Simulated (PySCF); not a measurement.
Species: C₃F₇O₃S (charge -1).
Atom-mapped SMILES: `[O:1]=[S:2](=[O:3])([O-:4])[C:5]([F:6])([F:7])[C:8]([F:9])([F:10])[C:11]([F:12])([F:13])[F:14]`

Cartesian coordinates in Å at the PBE0-D3(BJ)/def2-SVP level; atoms count from 1:
```
atom  x, y, z in Å
O1     0.7480    2.0443   -0.7884
S2     1.6549    0.9786   -0.3332
O3     2.8722    0.7955   -1.1309
O4     1.8181    0.8595    1.1227
C5     0.6725   -0.5512   -0.7495
F6     0.2356   -0.4831   -2.0229
F7     1.4554   -1.6459   -0.6466
C8    -0.5585   -0.8479    0.1318
F9    -0.1750   -1.2342    1.3523
F10   -1.2151   -1.8896   -0.4385
C11   -1.6171    0.2631    0.3112
F12   -1.9896    0.7715   -0.8531
F13   -2.7017   -0.2973    0.8733
F14   -1.2080    1.2205    1.1148
```

Level: PBE0/pcSseg-1 in PySCF, non-relativistic, on one gas-phase PBE0-D3(BJ)/def2-SVP geometry that isn't relaxed in the solvent. The solvent is an IEF-PCM continuum (Bondi radii, 1.10 Å for H, scaled by 1.2). The model holds no explicit solvent molecules, cavitation or dispersion.

| run | E − E(gas) (kcal/mol) | HOMO (eV) | HOMO–LUMO gap (eV) |
| --- | --- | --- | --- |
| gas | 0.00 | -3.07 | 8.03 |
| P | -41.30 | -6.68 | 8.64 |
| Q | -51.54 | -7.57 | 8.84 |

The runs were made in chloroform and methanol. Which run belongs to which solvent?

P = chloroform, Q = methanol. The dielectric constants are 4.711 (chloroform), 32.61 (methanol), and the energy falls further as ε rises. In this model the ground state sees the solvent through ε alone.

How constant is the ratio of the lowering to 1 − 1/ε?

| solvent | 1 − 1/ε | E − E(gas) (kcal/mol) | ratio (kcal/mol) | polarisation term (kcal/mol) |
| --- | --- | --- | --- | --- |
| chloroform | 0.788 | -41.30 | -52.4 | -41.91 |
| methanol | 0.969 | -51.54 | -53.2 | -52.65 |

The ratio changes by +1.4 % in size from chloroform to methanol. The polarisation term is half the interaction of the solute with the induced surface charges.
